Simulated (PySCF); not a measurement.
C8H5FN (doublet state).
Cartesian coordinates in Å at the GFN2-xTB level; atoms count from 1:
```
atom  x, y, z in Å
C1     3.5702    0.4457   -0.3914
C2     2.3843    0.2728   -0.2750
C3     1.0016    0.0799   -0.1336
C4     0.3997   -1.1276   -0.5475
C5    -0.9412   -1.3231   -0.4121
C6    -1.7989   -0.3210    0.1548
N7    -3.0673   -0.5632    0.2643
C8    -1.1338    0.8959    0.5603
F9    -1.8983    1.8687    1.0963
C10    0.2074    1.0967    0.4265
H11    4.6043    0.5927   -0.4909
H12    1.0271   -1.8959   -0.9751
H13   -1.4160   -2.2396   -0.7238
H14   -3.5985    0.2008    0.6777
H15    0.6552    2.0253    0.7476
```

The hyperfine couplings belong to this conformer and change with its torsions.

The species is `C#Cc1ccc([NH])c(F)c1` [radical].

Method used: PySCF, UKS B3LYP, pcH-1 on C F H N, non-relativistic, mean-field spin-orbit, GIAO. One conformer (not necessarily the lowest) at the GFN2-xTB geometry, without solvent, vibrations or thermal averaging. The geometry wasn't refined by DFT: couplings that depend on bond lengths, twists or pyramidal angles can differ widely from those at the functional's own minimum. No stability test was run, so a lower SCF solution isn't excluded. ⟨S²⟩ is 0.792 where a pure state has 0.75.

Predict the first-order ENDOR lines of C6, C3, C2, C8, C10, C4, C5, F9, H14 and H13 under fast tumbling at B = 334.1 mT (X band).

For S = 1/2 in fast tumbling each set of equivalent nuclei gives two lines, ν± = |νn ± a/2| to first order, with νn = g_N μN B/h and μN/h = 7.62259 MHz/T.

```json
{"nuclei": "C6", "isotope": "13C", "g_N": "1.4048", "νn (MHz)": "3.58", "a_iso (MHz)": "-38.62", "lower line (MHz)": "15.73", "upper line (MHz)": "22.89"}
{"nuclei": "C3", "isotope": "13C", "g_N": "1.4048", "νn (MHz)": "3.58", "a_iso (MHz)": "32.61", "lower line (MHz)": "12.73", "upper line (MHz)": "19.88"}
{"nuclei": "C2", "isotope": "13C", "g_N": "1.4048", "νn (MHz)": "3.58", "a_iso (MHz)": "-29.16", "lower line (MHz)": "11.00", "upper line (MHz)": "18.16"}
{"nuclei": "C8", "isotope": "13C", "g_N": "1.4048", "νn (MHz)": "3.58", "a_iso (MHz)": "28.99", "lower line (MHz)": "10.92", "upper line (MHz)": "18.07"}
{"nuclei": "C10", "isotope": "13C", "g_N": "1.4048", "νn (MHz)": "3.58", "a_iso (MHz)": "-25.96", "lower line (MHz)": "9.40", "upper line (MHz)": "16.56"}
{"nuclei": "C4", "isotope": "13C", "g_N": "1.4048", "νn (MHz)": "3.58", "a_iso (MHz)": "-25.11", "lower line (MHz)": "8.98", "upper line (MHz)": "16.13"}
{"nuclei": "C5", "isotope": "13C", "g_N": "1.4048", "νn (MHz)": "3.58", "a_iso (MHz)": "22.15", "lower line (MHz)": "7.50", "upper line (MHz)": "14.65"}
{"nuclei": "F9", "isotope": "19F", "g_N": "5.2577", "νn (MHz)": "13.39", "a_iso (MHz)": "37.59", "lower line (MHz)": "5.40", "upper line (MHz)": "32.18"}
{"nuclei": "H14", "isotope": "1H", "g_N": "5.5857", "νn (MHz)": "14.23", "a_iso (MHz)": "-33.91", "lower line (MHz)": "2.73", "upper line (MHz)": "31.18"}
{"nuclei": "H13", "isotope": "1H", "g_N": "5.5857", "νn (MHz)": "14.23", "a_iso (MHz)": "-17.52", "lower line (MHz)": "5.47", "upper line (MHz)": "22.98"}
```

The rows for 13C, of low natural abundance, apply to labelled samples.

Which pairs are centred on the nuclear Larmor frequency, and which on half the coupling?

Centred on νn, since |a| < 2νn: H13. Centred on |a|/2 and split by 2νn: C6, C3, C2, C8, C10, C4, C5, F9 and H14.

At what field would the lower line of C6 fall to zero frequency?

Where νn = |a|/2, that is B = 19.31 MHz/(1.4048 × 7.62259 MHz/T) = 1800 mT, as far as first order holds there.

Couplings of abundant isotopes left out: N7 (17.4 MHz), H11 (-16.5 MHz), H15 (7.9 MHz) and H12 (7.8 MHz).
